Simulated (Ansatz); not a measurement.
A short molecular-dynamics run on CH$_{2}$BFOS (`OC1(F)BS1`).

```yaml
crystal:
  periodic: [false, false, false]
  atoms:
    - {symbol: O, position_ang: [-0.622920, 0.066469, 1.300888]}
    - {symbol: C, position_ang: [0.071349, -0.247825, 0.195254]}
    - {symbol: F, position_ang: [0.761674, -1.405252, 0.366479]}
    - {symbol: B, position_ang: [-0.268348, 0.256329, -1.206213]}
    - {symbol: S, position_ang: [1.145087, 1.094198, -0.627060]}
    - {symbol: H, position_ang: [-0.050458, -0.010869, 2.075320]}
    - {symbol: H, position_ang: [-0.975284, 0.179052, -2.150269]}
basis:
  gaussian: {orbitals: def2-SVP}
hamiltonian: {xc: {name: PBE}, dispersion: d3bj}
md: {timestep: 1 fs, n_steps: 20, ensemble: nve, temperature: 300, initial_velocities: maxwell_boltzmann, seed: 923}
```

```sh
$ ansatz run in.yaml --threads 2 --pin off --events-out ev --progress --plain --max-ram 4352MiB
```

```json
{"step": "0", "time (fs)": "0.0", "potential energy (eV)": "-17324.7465", "kinetic (eV)": "0.1939", "T (K)": "300", "conserved (eV)": "-17324.5526"}
{"step": "1", "time (fs)": "1.0", "potential energy (eV)": "-17324.7409", "kinetic (eV)": "0.1883", "T (K)": "291", "conserved (eV)": "-17324.5527"}
{"step": "2", "time (fs)": "2.0", "potential energy (eV)": "-17324.7211", "kinetic (eV)": "0.1692", "T (K)": "262", "conserved (eV)": "-17324.5519"}
{"step": "3", "time (fs)": "3.0", "potential energy (eV)": "-17324.6977", "kinetic (eV)": "0.1463", "T (K)": "226", "conserved (eV)": "-17324.5513"}
{"step": "4", "time (fs)": "4.0", "potential energy (eV)": "-17324.6793", "kinetic (eV)": "0.1279", "T (K)": "198", "conserved (eV)": "-17324.5514"}
{"step": "5", "time (fs)": "5.0", "potential energy (eV)": "-17324.6656", "kinetic (eV)": "0.1138", "T (K)": "176", "conserved (eV)": "-17324.5517"}
{"step": "6", "time (fs)": "6.0", "potential energy (eV)": "-17324.6517", "kinetic (eV)": "0.1001", "T (K)": "155", "conserved (eV)": "-17324.5516"}
{"step": "7", "time (fs)": "7.0", "potential energy (eV)": "-17324.6403", "kinetic (eV)": "0.0896", "T (K)": "139", "conserved (eV)": "-17324.5507"}
{"step": "8", "time (fs)": "8.0", "potential energy (eV)": "-17324.6442", "kinetic (eV)": "0.0938", "T (K)": "145", "conserved (eV)": "-17324.5504"}
{"step": "9", "time (fs)": "9.0", "potential energy (eV)": "-17324.6678", "kinetic (eV)": "0.1163", "T (K)": "180", "conserved (eV)": "-17324.5515"}
{"step": "10", "time (fs)": "10.0", "potential energy (eV)": "-17324.6948", "kinetic (eV)": "0.1421", "T (K)": "220", "conserved (eV)": "-17324.5527"}
{"step": "11", "time (fs)": "11.0", "potential energy (eV)": "-17324.7072", "kinetic (eV)": "0.1546", "T (K)": "239", "conserved (eV)": "-17324.5527"}
{"step": "12", "time (fs)": "12.0", "potential energy (eV)": "-17324.7046", "kinetic (eV)": "0.1527", "T (K)": "236", "conserved (eV)": "-17324.5519"}
{"step": "13", "time (fs)": "13.0", "potential energy (eV)": "-17324.6975", "kinetic (eV)": "0.1461", "T (K)": "226", "conserved (eV)": "-17324.5514"}
{"step": "14", "time (fs)": "14.0", "potential energy (eV)": "-17324.6930", "kinetic (eV)": "0.1413", "T (K)": "219", "conserved (eV)": "-17324.5517"}
{"step": "15", "time (fs)": "15.0", "potential energy (eV)": "-17324.6878", "kinetic (eV)": "0.1357", "T (K)": "210", "conserved (eV)": "-17324.5521"}
{"step": "16", "time (fs)": "16.0", "potential energy (eV)": "-17324.6767", "kinetic (eV)": "0.1250", "T (K)": "193", "conserved (eV)": "-17324.5517"}
{"step": "17", "time (fs)": "17.0", "potential energy (eV)": "-17324.6647", "kinetic (eV)": "0.1134", "T (K)": "176", "conserved (eV)": "-17324.5513"}
{"step": "18", "time (fs)": "18.0", "potential energy (eV)": "-17324.6579", "kinetic (eV)": "0.1063", "T (K)": "164", "conserved (eV)": "-17324.5516"}
{"step": "19", "time (fs)": "19.0", "potential energy (eV)": "-17324.6516", "kinetic (eV)": "0.0997", "T (K)": "154", "conserved (eV)": "-17324.5518"}
{"step": "20", "time (fs)": "20.0", "potential energy (eV)": "-17324.6429", "kinetic (eV)": "0.0917", "T (K)": "142", "conserved (eV)": "-17324.5512"}
```

Velocities are drawn at the set temperature; a run this short doesn't reach equilibrium.

Frames (Å, forces in eV/Å):

```xyz
7
time=0.0 fs
O    -0.623    0.066    1.301   -0.746    0.273   -0.217
C     0.071   -0.248    0.195   -0.345   -0.294    0.235
F     0.762   -1.405    0.366    0.332   -0.487    0.000
B    -0.268    0.256   -1.206   -0.081   -0.084    0.120
S     1.145    1.094   -0.627    0.713    0.692   -0.220
H    -0.050   -0.011    2.075    0.430   -0.088    0.530
H    -0.975    0.179   -2.150   -0.303   -0.013   -0.447
7
time=1.0 fs
O    -0.618    0.065    1.294   -0.629    0.351    0.746
C     0.068   -0.244    0.199   -0.006   -0.594   -0.324
F     0.762   -1.412    0.371    0.206   -0.215   -0.070
B    -0.269    0.261   -1.210    0.099   -0.185    0.485
S     1.144    1.096   -0.627    0.730    0.686   -0.229
H    -0.036   -0.010    2.078    0.038   -0.036    0.040
H    -0.972    0.168   -2.144   -0.438   -0.008   -0.648
7
time=2.0 fs
O    -0.614    0.065    1.288   -0.537    0.434    1.679
C     0.064   -0.241    0.203    0.331   -0.878   -0.878
F     0.761   -1.419    0.375    0.089    0.036   -0.133
B    -0.270    0.266   -1.213    0.150   -0.288    0.658
S     1.143    1.098   -0.627    0.742    0.677   -0.240
H    -0.022   -0.010    2.082   -0.331    0.010   -0.411
H    -0.974    0.156   -2.144   -0.445    0.009   -0.675
7
time=3.0 fs
O    -0.610    0.064    1.283   -0.578    0.524    2.357
C     0.060   -0.239    0.206    0.640   -1.133   -1.381
F     0.762   -1.426    0.379   -0.016    0.263   -0.190
B    -0.270    0.270   -1.215    0.061   -0.400    0.620
S     1.143    1.101   -0.627    0.749    0.664   -0.248
H    -0.010   -0.010    2.081   -0.540    0.035   -0.639
H    -0.979    0.145   -2.150   -0.316    0.047   -0.518
7
time=4.0 fs
O    -0.607    0.064    1.279   -0.771    0.613    2.672
C     0.057   -0.237    0.209    0.893   -1.342   -1.787
F     0.762   -1.433    0.383   -0.109    0.462   -0.241
B    -0.271    0.274   -1.217   -0.120   -0.518    0.431
S     1.142    1.103   -0.627    0.746    0.646   -0.254
H    -0.004   -0.009    2.075   -0.541    0.034   -0.581
H    -0.988    0.134   -2.161   -0.098    0.105   -0.240
7
time=5.0 fs
O    -0.604    0.064    1.277   -1.087    0.689    2.590
C     0.055   -0.237    0.209    1.064   -1.492   -2.048
F     0.761   -1.440    0.387   -0.191    0.634   -0.289
B    -0.271    0.278   -1.218   -0.318   -0.631    0.186
S     1.142    1.106   -0.627    0.729    0.618   -0.258
H    -0.003   -0.008    2.062   -0.337    0.011   -0.249
H    -0.997    0.125   -2.175    0.140    0.171    0.068
7
time=6.0 fs
O    -0.601    0.065    1.276   -1.453    0.737    2.164
C     0.053   -0.238    0.208    1.142   -1.574   -2.123
F     0.761   -1.446    0.391   -0.261    0.779   -0.336
B    -0.272    0.281   -1.219   -0.469   -0.719   -0.033
S     1.142    1.109   -0.627    0.692    0.576   -0.262
H    -0.006   -0.007    2.048    0.013   -0.030    0.263
H    -1.006    0.116   -2.187    0.337    0.231    0.328
7
time=7.0 fs
O    -0.600    0.066    1.277   -1.723    0.740    1.583
C     0.053   -0.240    0.206    1.125   -1.587   -1.989
F     0.761   -1.452    0.394   -0.318    0.897   -0.385
B    -0.274    0.283   -1.221   -0.533   -0.771   -0.176
S     1.142    1.112   -0.628    0.631    0.517   -0.269
H    -0.008   -0.006    2.036    0.361   -0.071    0.744
H    -1.011    0.110   -2.197    0.457    0.275    0.492
7
time=8.0 fs
O    -0.599    0.067    1.278   -1.709    0.678    1.132
C     0.053   -0.243    0.201    1.029   -1.533   -1.658
F     0.761   -1.457    0.398   -0.362    0.988   -0.437
B    -0.275    0.285   -1.222   -0.493   -0.778   -0.217
S     1.143    1.115   -0.628    0.548    0.439   -0.282
H    -0.006   -0.006    2.031    0.502   -0.090    0.921
H    -1.011    0.107   -2.202    0.485    0.296    0.540
7
time=9.0 fs
O    -0.600    0.069    1.281   -1.334    0.548    0.967
C     0.054   -0.247    0.196    0.875   -1.423   -1.171
F     0.760   -1.462    0.401   -0.391    1.052   -0.491
B    -0.278    0.286   -1.224   -0.348   -0.739   -0.145
S     1.144    1.119   -0.629    0.445    0.347   -0.300
H     0.000   -0.007    2.034    0.335   -0.074    0.673
H    -1.007    0.107   -2.202    0.418    0.290    0.466
7
time=10.0 fs
O    -0.601    0.071    1.283   -0.732    0.371    0.985
C     0.056   -0.253    0.189    0.684   -1.267   -0.593
F     0.759   -1.467    0.404   -0.406    1.091   -0.544
B    -0.280    0.286   -1.225   -0.109   -0.662    0.036
S     1.144    1.122   -0.629    0.327    0.241   -0.321
H     0.009   -0.009    2.045   -0.031   -0.033    0.158
H    -0.999    0.109   -2.197    0.265    0.260    0.279
7
time=11.0 fs
O    -0.603    0.074    1.287   -0.129    0.180    0.966
C     0.059   -0.260    0.182    0.476   -1.076    0.005
F     0.758   -1.471    0.407   -0.409    1.104   -0.592
B    -0.283    0.286   -1.227    0.198   -0.557    0.301
S     1.145    1.126   -0.630    0.202    0.128   -0.342
H     0.018   -0.010    2.057   -0.388    0.010   -0.344
H    -0.988    0.114   -2.190    0.049    0.211    0.005
7
time=12.0 fs
O    -0.605    0.076    1.291    0.312    0.005    0.764
C     0.061   -0.267    0.175    0.264   -0.858    0.568
F     0.757   -1.474    0.409   -0.400    1.092   -0.632
B    -0.285    0.285   -1.229    0.523   -0.443    0.595
S     1.146    1.129   -0.631    0.077    0.014   -0.358
H     0.024   -0.012    2.065   -0.588    0.036   -0.639
H    -0.977    0.121   -2.183   -0.188    0.154   -0.298
7
time=13.0 fs
O    -0.607    0.079    1.296    0.519   -0.138    0.332
C     0.064   -0.276    0.168    0.056   -0.623    1.059
F     0.755   -1.477    0.411   -0.379    1.054   -0.659
B    -0.287    0.284   -1.230    0.796   -0.339    0.828
S     1.147    1.133   -0.632   -0.039   -0.096   -0.366
H     0.023   -0.013    2.067   -0.571    0.035   -0.650
H    -0.968    0.129   -2.178   -0.381    0.106   -0.543
7
time=14.0 fs
O    -0.608    0.081    1.300    0.482   -0.240   -0.310
C     0.067   -0.284    0.163   -0.143   -0.377    1.460
F     0.754   -1.479    0.413   -0.345    0.991   -0.673
B    -0.288    0.283   -1.230    0.949   -0.261    0.909
S     1.148    1.137   -0.633   -0.139   -0.196   -0.366
H     0.017   -0.014    2.064   -0.336    0.002   -0.379
H    -0.963    0.138   -2.179   -0.468    0.080   -0.640
7
time=15.0 fs
O    -0.609    0.083    1.305    0.261   -0.303   -1.079
C     0.070   -0.293    0.158   -0.331   -0.125    1.766
F     0.752   -1.481    0.414   -0.298    0.903   -0.670
B    -0.289    0.281   -1.229    0.952   -0.212    0.794
S     1.149    1.140   -0.634   -0.219   -0.284   -0.359
H     0.009   -0.015    2.056    0.054   -0.056    0.091
H    -0.961    0.148   -2.186   -0.419    0.077   -0.544
7
time=16.0 fs
O    -0.610    0.086    1.309    0.013   -0.348   -1.772
C     0.073   -0.303    0.155   -0.508    0.131    1.978
F     0.750   -1.482    0.415   -0.237    0.789   -0.652
B    -0.288    0.279   -1.228    0.830   -0.182    0.519
S     1.150    1.144   -0.635   -0.278   -0.358   -0.347
H     0.000   -0.017    2.050    0.438   -0.119    0.559
H    -0.964    0.159   -2.198   -0.258    0.087   -0.285
7
time=17.0 fs
O    -0.611    0.088    1.311   -0.040   -0.411   -2.119
C     0.075   -0.312    0.153   -0.675    0.388    2.093
F     0.748   -1.483    0.416   -0.160    0.651   -0.618
B    -0.287    0.277   -1.226    0.647   -0.157    0.179
S     1.151    1.147   -0.636   -0.319   -0.419   -0.335
H    -0.004   -0.020    2.048    0.593   -0.147    0.751
H    -0.970    0.171   -2.213   -0.046    0.095    0.049
7
time=18.0 fs
O    -0.612    0.089    1.313    0.209   -0.516   -1.994
C     0.077   -0.320    0.153   -0.832    0.646    2.111
F     0.746   -1.483    0.416   -0.070    0.492   -0.569
B    -0.286    0.275   -1.224    0.470   -0.127   -0.126
S     1.151    1.150   -0.638   -0.343   -0.468   -0.322
H    -0.003   -0.024    2.054    0.411   -0.117    0.533
H    -0.975    0.183   -2.227    0.154    0.090    0.367
7
time=19.0 fs
O    -0.613    0.091    1.313    0.642   -0.649   -1.547
C     0.078   -0.329    0.155   -0.979    0.902    2.031
F     0.744   -1.483    0.416    0.029    0.318   -0.506
B    -0.283    0.273   -1.222    0.347   -0.089   -0.323
S     1.152    1.153   -0.639   -0.354   -0.507   -0.312
H     0.003   -0.029    2.065    0.017   -0.043    0.054
H    -0.980    0.196   -2.238    0.298    0.068    0.603
7
time=20.0 fs
O    -0.613    0.092    1.313    1.039   -0.772   -1.054
C     0.078   -0.336    0.159   -1.113    1.150    1.856
F     0.741   -1.484    0.416    0.133    0.138   -0.431
B    -0.281    0.270   -1.221    0.300   -0.048   -0.378
S     1.152    1.156   -0.641   -0.356   -0.537   -0.301
H     0.008   -0.035    2.077   -0.369    0.037   -0.412
H    -0.981    0.210   -2.243    0.365    0.032    0.720
```

It took 26 s on 2 threads of an Arm Neoverse V1 on a shared host, with 0.11 GiB of host memory at the peak.
